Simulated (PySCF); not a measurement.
# Electron correlation in C³⁺ (carbon, charge +3)

[He] 2s1, 2S determinant. Calculation: PySCF 2.14, in aug-cc-pwCVDZ; no relativity, point nucleus. Frozen: nothing; 3 electrons correlated.

| level | correlation energy (mhartree) |
| --- | --- |
| CCSD | -27.99 |
| (T) | -0.01 |
| CCSD(T) | -28.00 |
| CCSDT | -28.00 |
| FCI | -28.00 |

Diagnostics: T1 = 0.00044, D1 = 0.0007, largest double amplitude 0.013, weight of the Hartree-Fock determinant in FCI 0.9992 (9477 determinants).

Task: Is a single reference adequate?

Result: Yes: T1 lies below 0.03 and no double amplitude reaches 0.07.
